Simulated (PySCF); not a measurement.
Cl$_{2}$O$_{2}$W, triplet, at a GFN2-xTB geometry (such geometries of metal compounds can be far from the true shape) (the multiplicity is a formal guess) (core potentials on W). Base run: PySCF with HF/def2-SV(P).

PySCF was given this input:
```python
from pyscf import gto, scf

mol = gto.Mole()
mol.atom = '''
    W     0.37433821   -0.07415431    0.12270466
    O     1.49271735   -0.62827810   -1.01392940
    O     0.74820365    0.18436419    1.74848290
    Cl   -0.97950147    1.60541944   -0.73627097
    Cl   -1.70452181   -1.07372945   -0.14352742
'''
mol.basis = 'def2-sv(p)'
mol.ecp = {'W': 'def2-sv(p)'}
mol.spin = 2
mol.verbose = 4
mol.build()

mf = scf.UHF(mol)
mf.kernel()
mo_i, mo_e, stable_i, stable_e = mf.stability(internal=True, external=True, return_status=True, nroots=6, tol=1e-6)
print('internally stable:', stable_i, ' externally stable:', stable_e)
if not stable_i:
    umf = mf.copy()
    umf.scf_summary = {}
    umf.kernel(umf.make_rdm1(mo_i, mf.mo_occ))
```

The bond that is stretched is that between atoms 3 and 1. A test that says stable can miss a lower solution.

The base run was repeated with changes; each row names its change, and settings that it needs were set with it.

```csv
change,ΔE vs base (eV),<S^2>,E after following the instability (Eh),<S^2> there,stability test says,outcome
base,0.00,2.066,-,-,external instability,converged
bond × 1.25,2.47,2.063,-1134.63863,2.96,internal instability,converged
bond × 1.5,-,-,-,-,-,not converged
bond × 1.8,2.94,2.161,-1134.59359,3.04,internal instability,converged
bond × 2.2,-,-,-,-,-,not converged
bond × 3.0,-,-,-,-,-,not converged
```

On stretching, the SCF can end on different states; <S^2> shows the spin contamination of each.
